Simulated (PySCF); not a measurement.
Which determinant of TcBr lies lowest?

Unrestricted PBE0; basis Tc def2-TZVPP with ECP28, Br def2-TZVPP; scalar-relativistic core potentials; PySCF 2.14. Outer shells of the fragments: Tc 4d5 5s2; Br 3d10 4s2 4p5.

Followed along the bond (rough minima from three points):

| 2Ms+1 | unpaired | ⟨S²⟩ at the start | R at minimum (Å) | Te (eV) |
| --- | --- | --- | --- | --- |
| 7 | σ ↑↑, π ↑↑, δ ↑↑ | 12.00 | 2.50 | 0.00 |
| 5 | π ↑↑, δ ↑↑ | 6.02 | 2.37 | 0.24 |
| 5 | σ ↑, π ↑, δ ↑↑ | 6.02 | 2.41 | 0.37 |
| 5 | σ ↑, π ↑↑, δ ↑ | 6.02 | 2.40 | 0.39 |
| 3 | π ↑↑, δ ↑↓ | 3.01 | 2.36 | 1.31 |
| 3 | σ ↓, π ↑↑, δ ↑ | 3.01 | 2.38 | 1.41 |

Solutions found at the starting distance of 2.355 Å, counted from the lowest of them; the search is not exhaustive and high or unbound solutions are not listed, so other states can lie among these:

```csv
2Ms+1,unpaired,term,E (eV),⟨S²⟩,⟨Lz²⟩,μ (D)
7,"σ ↑↑, π ↑↑, δ ↑↑",⁷Σ⁺,0.00,12.00,0.00,-1.35
5,"π ↑↑, δ ↑↑",⁵Σ⁺,0.14,6.02,0.00,-4.33
5,"σ ↑, π ↑, δ ↑↑",⁵Π,0.28,6.02,1.01,-4.48
5,"σ ↑, π ↑↑, δ ↑",⁵Δ,0.30,6.02,4.01,-4.58
3,"π ↑↑, δ ↑↓",mixed,1.20,3.01,8.02,-4.22
3,"σ ↓, π ↑↑, δ ↑",mixed,1.31,3.01,4.01,-4.49
```

A term symbol is given only where ⟨S²⟩ and ⟨Lz²⟩ are close to those of a pure state; real π, δ and φ orbitals otherwise mix terms. A positive dipole means Tc(−)Br(+).

Compare the gap between the two lowest followed solutions at the starting distance with the gap between their minima.

At PBE0 the second solution (quintet, unpaired electrons π ↑↑, δ ↑↑) lies +0.14 eV from the first (septet, unpaired electrons σ ↑↑, π ↑↑, δ ↑↑) at 2.355 Å and +0.24 eV at the minima; the two curves relax by different amounts, since their minima lie near 2.37 and 2.50 Å.

Spin–orbit coupling is left out. The state is the lowest single determinant that the PBE0 search found; with open d or f shells the true ground state can be another one.
